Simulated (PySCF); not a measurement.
## Ti: excitation energy

Ti [Ar] 3d2 4s2 (3F) → Ti [Ar] 3d1 4s2 5s1 (3D), as a difference of total energies. Computed with PySCF 2.14 in aug-cc-pVDZ-DK (7s6p4d2f, 59 functions), with scalar relativity by spin-free X2C-1e. Correlated levels: valence: [Ar] frozen. The calculations carry no spin-orbit coupling.

| method | excitation energy (eV) |
| --- | --- |
| UHF | 7.305 |
| LDA | 8.321 |
| PBE0 | 8.181 |
| r2SCAN | 8.651 |
| B3LYP | 8.235 |
| r2SCAN0 | 8.457 |
| MP2 (valence) | 7.359 |
| SCS-MP2 (valence) | 7.279 |

Question: Estimate what PBE gives.

Answer: 8.269 eV, closest to B3LYP among the rows shown.

Question: Estimate what PW91 gives.

Answer: 8.342 eV, closest to LDA among the rows shown.

The upper state lies above the first ionisation limit, where it may autoionise and the basis confines it. A Rydberg-like electron needs more diffuse functions than a valence basis has.

The promoted electron is Rydberg-like, and one or two diffuse shells describe it only roughly, which tends to raise the upper state.
